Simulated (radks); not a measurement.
Q: Species: Se III. Configuration: [Ar] 3d10 4s2 4p2. Method: non-relativistic Kohn-Sham, r2SCAN, spin-unpolarised, spherical densities, point nucleus; meta-GGA in the generalised Kohn-Sham scheme; hard spherical wall at 1.5 bohr; computed with a radial shooting solver on a logarithmic mesh with Libxc functionals. Some entries of the table are withheld. Estimate them.

orbital,occ.,eigenvalue (eV),<r> (bohr)
1s,2,-12267.67,0.04501
2s,2,-1518.897,(1)
2p,6,-1354.708,(2)
3s,2,-174.3661,0.5900
3p,6,-117.4321,0.5968
3d,10,-15.4750,0.5984
4s,2,104.0931,(3)
4p,2,(4),0.8966
4d,0,175.5248,0.8494
5s,0,488.0328,0.8632
5p,0,503.3780,0.8452

A: 
(1) 2s <r> (bohr): 0.2002
(2) 2p <r> (bohr): 0.1732
(3) 4s <r> (bohr): 0.9126
(4) 4p eigenvalue (eV): 131.7899
